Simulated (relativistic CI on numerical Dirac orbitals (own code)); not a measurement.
**Ta¹⁵⁺: q coefficients and field-shift factors**

Method of calculation: Dirac-Coulomb-Breit CI, orbitals from a KLI potential per configuration, derivatives by finite differences, unscaled Slater integrals, QED left out (own radial code, finite nucleus).

CI space (outside the closed core [Ar] 3d10 4s2): 4p6 4d10 4f11 5s, 4p6 4d10 4f12, 4p6 4d10 4f10 5s2, 4p6 4d10 4f11 5p, 4p6 4d10 4f11 5d, 4p6 4d9 4f13, 4p6 4d10 4f10 6s2, 4p5 4d10 4f13. The list is cut by size and lacks configurations that can hold low levels.

With x = (α/α₀)² − 1 an excitation energy changes as ω = ω₀ + qx; K = 2q/ω₀ is the relative enhancement. Terms are leading LS components, so labels can repeat. The field-shift factor is F = δν/δ⟨r²⟩ for the transition from the lowest level.

Lowest level 4p6 4d10 4f10 5s2 5I_8.

| Level | ω₀ (cm⁻¹) | q (cm⁻¹) | K | F (GHz/fm²) |
| --- | --- | --- | --- | --- |
| 4p6 4d10 4f10 5s2 5I_7 | 12701.7 | 13290 | 2.09 | 0.731 |
| 4p6 4d10 4f10 5s2 5I_6 | 20641.4 | 18040 | 1.75 | 0.979 |
| 4p6 4d10 4f10 5s2 5I_5 | 25731.6 | 16200 | 1.26 | 0.984 |
| 4p6 4d10 4f10 5s2 5I_4 | 30831.3 | 23610 | 1.53 | 1.33 |
| 4p6 4d10 4f10 5s2 5F_5 | 32090.0 | 6707 | 0.418 | 0.802 |
| 4p6 4d10 4f10 5s2 5S_2 | 36530.3 | 312.9 | 0.0171 | 0.626 |
| 4p6 4d10 4f10 5s2 3K_8 | 38355.5 | 7001 | 0.365 | 0.946 |
| 4p6 4d10 4f10 5s2 5F_4 | 39841.8 | 10380 | 0.521 | 0.927 |
| 4p6 4d10 4f10 5s2 5S_2 | 44232.1 | 12210 | 0.552 | 1.19 |
| 4p6 4d10 4f10 5s2 5F_3 | 44691.7 | 15260 | 0.683 | 1.3 |
| 4p6 4d10 4f10 5s2 5G_6 | 45189.2 | 6429 | 0.285 | 0.371 |
| 4p6 4d10 4f10 5s2 5F_1 | 47478.3 | 14700 | 0.619 | 1.38 |
| 4p6 4d10 4f11 5s 5I°_8 | 48162.2 | 273700 | 11.4 | -377 |

At this charge transitions that keep the count of f electrons are usually good to a few per cent. Terms inside the open d or f shell come out 10 to 20 % too wide with unscaled integrals. Levels and lines within the n = 5 or 6 shells can be off by up to 10 % or somewhat more, and those that change n by about 2 %, since core polarisation is missing. Levels that differ in their count of f electrons can be misplaced by several ten thousand cm⁻¹, since the correlation energy of f electrons is missing or only estimated; rates across such gaps can be off by orders of magnitude. The computed lowest level isn't the tabulated ground level, which NIST ASD gives as 4f11 5s 5I°8; for such ions that label comes from theory and may be the wrong one.
